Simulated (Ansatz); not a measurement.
The cluster SiB₈. The state is a singlet with charge 0. Geometry B3LYP-D4/def2-SVP.

```xyz
9

Si   -1.2057    1.9994   -0.6238
B    -0.5063    0.7302   -1.8093
B     0.5681   -1.8423    0.7017
B    -0.3108   -0.7893   -1.7581
B     0.0156   -0.1898    0.0824
B     0.0865    1.8789    0.7258
B     0.7196   -0.7161    1.7405
B     0.1316   -1.8554   -0.7746
B     0.5014    0.7844    1.7155
```

HSE06 is defined as in plane-wave codes, on full-range PBE exchange. The restricted singlet is unstable towards broken spin symmetry in Hartree–Fock (as tested in another run); at PBE-D4/def2-TZVP, r2SCAN-D4/def2-TZVP, PBE0-D4/def2-TZVP, HSE06-D4/def2-TZVP and others this wasn't settled. Another isomer (singlet) lies 0.77 eV lower at PBE0-D4/def2-TZVP; other spin states weren't run for this one.

(1) Estimate the orbital energies around the gap (eV) in Ansatz with PBE-D4/def2-TZVP, r2SCAN-D4/def2-TZVP, PBE0-D4/def2-TZVP, HSE06-D4/def2-TZVP, ωB97X-V/def2-TZVP.

Results:

(1) 
```json
{"orbital": "HOMO−5", "PBE-D4/def2-TZVP": "-8.08", "r2SCAN-D4/def2-TZVP": "-8.32", "PBE0-D4/def2-TZVP": "-9.14", "HSE06-D4/def2-TZVP": "-8.72", "ωB97X-V/def2-TZVP": "-11.53"}
{"orbital": "HOMO−4", "PBE-D4/def2-TZVP": "-7.60", "r2SCAN-D4/def2-TZVP": "-7.87", "PBE0-D4/def2-TZVP": "-8.90", "HSE06-D4/def2-TZVP": "-8.50", "ωB97X-V/def2-TZVP": "-11.29"}
{"orbital": "HOMO−3", "PBE-D4/def2-TZVP": "-7.30", "r2SCAN-D4/def2-TZVP": "-7.51", "PBE0-D4/def2-TZVP": "-8.18", "HSE06-D4/def2-TZVP": "-7.81", "ωB97X-V/def2-TZVP": "-10.15"}
{"orbital": "HOMO−2", "PBE-D4/def2-TZVP": "-7.03", "r2SCAN-D4/def2-TZVP": "-7.22", "PBE0-D4/def2-TZVP": "-7.93", "HSE06-D4/def2-TZVP": "-7.55", "ωB97X-V/def2-TZVP": "-9.94"}
{"orbital": "HOMO−1", "PBE-D4/def2-TZVP": "-6.32", "r2SCAN-D4/def2-TZVP": "-6.48", "PBE0-D4/def2-TZVP": "-7.10", "HSE06-D4/def2-TZVP": "-6.73", "ωB97X-V/def2-TZVP": "-8.98"}
{"orbital": "HOMO", "PBE-D4/def2-TZVP": "-5.68", "r2SCAN-D4/def2-TZVP": "-5.78", "PBE0-D4/def2-TZVP": "-6.38", "HSE06-D4/def2-TZVP": "-6.01", "ωB97X-V/def2-TZVP": "-8.15"}
{"orbital": "LUMO", "PBE-D4/def2-TZVP": "-4.88", "r2SCAN-D4/def2-TZVP": "-4.84", "PBE0-D4/def2-TZVP": "-4.23", "HSE06-D4/def2-TZVP": "-4.59", "ωB97X-V/def2-TZVP": "-2.42"}
{"orbital": "LUMO+1", "PBE-D4/def2-TZVP": "-3.23", "r2SCAN-D4/def2-TZVP": "-3.11", "PBE0-D4/def2-TZVP": "-2.53", "HSE06-D4/def2-TZVP": "-2.88", "ωB97X-V/def2-TZVP": "-0.73"}
{"orbital": "LUMO+2", "PBE-D4/def2-TZVP": "-3.12", "r2SCAN-D4/def2-TZVP": "-2.97", "PBE0-D4/def2-TZVP": "-2.39", "HSE06-D4/def2-TZVP": "-2.75", "ωB97X-V/def2-TZVP": "-0.51"}
{"orbital": "LUMO+3", "PBE-D4/def2-TZVP": "-2.70", "r2SCAN-D4/def2-TZVP": "-2.51", "PBE0-D4/def2-TZVP": "-1.91", "HSE06-D4/def2-TZVP": "-2.27", "ωB97X-V/def2-TZVP": "0.01"}
{"orbital": "LUMO+4", "PBE-D4/def2-TZVP": "-1.94", "r2SCAN-D4/def2-TZVP": "-1.66", "PBE0-D4/def2-TZVP": "-1.05", "HSE06-D4/def2-TZVP": "-1.42", "ωB97X-V/def2-TZVP": "1.00"}
{"orbital": "LUMO+5", "PBE-D4/def2-TZVP": "-1.91", "r2SCAN-D4/def2-TZVP": "-1.56", "PBE0-D4/def2-TZVP": "-0.94", "HSE06-D4/def2-TZVP": "-1.32", "ωB97X-V/def2-TZVP": "1.18"}
```
